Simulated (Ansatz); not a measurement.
`[CH3][Hf]([F])([F])[Cl]` + HI → `[F][Hf]([F])([Cl])[I]` + CH₄ at 400 K and 1 bar (ligand exchange at the Hf–C bond).

Program: Ansatz. Geometries: PBE0-D4/def2-TZVP. ΔE: electronic, gas phase. CCSD(T)/CBS adds triple-zeta CCSD(T) − MP2 to the extrapolated MP2 energy (def2 sets, frozen cores). This one scheme is used for every species. Elements past krypton have def2 core potentials. For Hf, I outer-core shells are correlated without core-valence functions, which leaves a few kJ/mol of doubt a bond.

| species | CCSD(T)/CBS energy (Eh) | H − E (kJ/mol) | S (J/(mol·K)) |
| --- | --- | --- | --- |
| `[CH3][Hf]([F])([F])[Cl]` | -747.37169 | 139.5 | 422.1 |
| HI | -298.03592 | 25.7 | 215.0 |
| `[F][Hf]([F])([Cl])[I]` | -1005.01720 | 47.1 | 421.1 |
| CH₄ | -40.46206 | 131.3 | 197.2 |

H − E and S are ideal-gas, rigid-rotor, harmonic terms from PBE0-D4/def2-TZVP. 1 Eh = 2625.50 kJ/mol, R = 8.31446 J/(mol·K).

**Question.** By hand: ΔE, ΔH, ΔS and ΔG.

**Answer.** ΔE = (-1005.01720) + (-40.46206) − (-747.37169) − (-298.03592) = -0.07165 Eh = -188.1 kJ/mol. Δ(H − E) = 47.1 + 131.3 − 139.5 − 25.7 = 13.2, so ΔH = -174.9 kJ/mol. ΔS = 421.1 + 197.2 − 422.1 − 215.0 = -18.8 J/(mol·K). ΔG = -174.9 − 400 × (-18.8)/1000 = -167.4 kJ/mol.

**Question.** By hand: the equilibrium constant, and the temperature at which ΔG would vanish if ΔH and ΔS stayed fixed.

**Answer.** log₁₀ K = −ΔG/(RT ln 10) = 21.9. ΔG = 0 at ΔH/ΔS = 9303 K, far beyond where these terms or the molecules hold.

ΔH outweighs TΔS. A doubt of 5 kJ/mol in ΔE shifts log₁₀ K by 0.7 here. These are equilibria of isolated gas molecules and say nothing of rates. Largest T1 diagnostic: 0.015 (customary marks: 0.02 for closed shells, 0.045 for open ones).
